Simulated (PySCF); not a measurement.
Functional benchmark on one molecule

Molecule: `C[Si](C)(C)[Si](C)(C)Cl`, C5H15ClSi2.

Geometry (Å), atoms numbered from 1 in this order:
```xyz
23

C    -1.3645    1.5877   -1.2705
Si   -0.9807    0.1319   -0.1353
C    -1.5332    0.5142    1.6291
C    -1.8348   -1.4246   -0.7687
Si    1.3330   -0.2342   -0.2503
C     1.9241   -1.7507    0.6846
C     2.3714    1.2624    0.2008
Cl    1.6590   -0.6077   -2.3038
H    -0.9763    1.3908   -2.2819
H    -0.9002    2.5163   -0.9028
H    -2.4509    1.7578   -1.3448
H    -1.2914   -0.3127    2.3152
H    -2.6239    0.6710    1.6644
H    -1.0507    1.4272    2.0119
H    -2.9261   -1.2806   -0.8259
H    -1.4667   -1.6766   -1.7753
H    -1.6408   -2.2857   -0.1099
H     2.9959   -1.9293    0.5048
H     1.7745   -1.6096    1.7677
H     1.3688   -2.6483    0.3740
H     3.4399    1.0662    0.0195
H     2.2413    1.5101    1.2669
H     2.0771    2.1388   -0.3959
```

Geometry PBE0-D3(BJ)/def2-SVP throughout; GIAO in PySCF 2.14.0 with density-fitted response routines, gas phase, one conformer, non-relativistic; equivalent atoms averaged; basis pcSseg-1.

Reference values (measured; solution; U. Herzog, Habilitationsschrift, TU Bergakademie Freiberg, 2002/2003): δ(Si5) = 22.9 ppm vs TMS, δ(Si2) = -18.2 ppm vs TMS. Computed shifts are taken against TMS, calculated as an isolated molecule at each level.

How do the functionals HF, OPBE, KT2, KT3, B97-D, B3LYP, PBE0, WP04, LC-wPBE perform against the reference? Times are CPU seconds on shared hosts with different chips, so compare them loosely; the GGAs took longer than the global hybrids here, which isn't the general rule, and the cause wasn't traced.

Answers


```tsv
functional	kind	Si5	Si2	mean abs. error Si	core-s
HF	Hartree–Fock	28.6	-17.0	3.5	24
OPBE	GGA	32.3	-20.5	5.8	69
KT2	GGA	35.4	-17.9	6.4	64
KT3	GGA	32.9	-17.6	5.3	65
B97-D	GGA	36.6	-16.4	7.8	65
B3LYP	global hybrid	37.2	-16.8	7.9	48
PBE0	global hybrid	35.0	-19.0	6.5	42
WP04	global hybrid	38.6	-11.8	11.1	43
LC-wPBE	range-separated hybrid	34.1	-20.1	6.6	86
```

For 29Si the closest is HF (3.5 ppm) and the furthest WP04 (11.1 ppm). One molecule is a small sample, and vibrational and solvent effects are absent from the calculation.
